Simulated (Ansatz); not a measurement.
Input for Ansatz (a quantum-chemistry and plane-wave program): R-PBE0/def2-TZVPPD on CH5BrO (a complex). Files ending in .json are basis or fitting sets from the Basis Set Exchange.

Ansatz 0.2 input:
```yaml
crystal:
  periodic: [false, false, false]
  atoms:
    - {symbol: C, position_ang: [-0.15652583, 0.48939486, 0.21188033]}
    - {symbol: O, position_ang: [-0.17822663, -0.76300003, 0.90543363]}
    - {symbol: H, position_ang: [-0.03892973, 0.33832945, -0.86339618]}
    - {symbol: H, position_ang: [0.70400718, 1.03688556, 0.58944981]}
    - {symbol: H, position_ang: [-1.06008183, 1.07226993, 0.40661723]}
    - {symbol: H, position_ang: [-0.93561465, -1.27924997, 0.60774502]}
    - {symbol: Br, position_ang: [-0.54183963, -0.01270923, 4.02535655]}
    - {symbol: H, position_ang: [-0.33510134, -0.43489226, 2.64478310]}
basis:
  gaussian:
    orbitals: def2-TZVPPD.json
hamiltonian:
  xc: {name: PBE0}
scf: {lower_state_search: off}
```

The head of its log:

```
WARN ansatz: RAYON_NUM_THREADS=1 ignored (pool sized by the plan → 1); use --threads N
Functional definition: PBE0
these checks for a lower state are left out or cut short: stability, starts, cluster_reference, orbital_swaps, neighbouring_geometries, increment
integrals: 0.13 GiB planned
1125 factors; their error is unknown
mean field: 1.18 GiB planned
mean field evaluation 1: about -73197.2806 eV, gradient 4.6e1 eV
mean field evaluation 2: about -73193.8600 eV, gradient 6.3e1 eV
```

### Question
Predict the final total energy.

### Answer
-2690.1101 hartree.
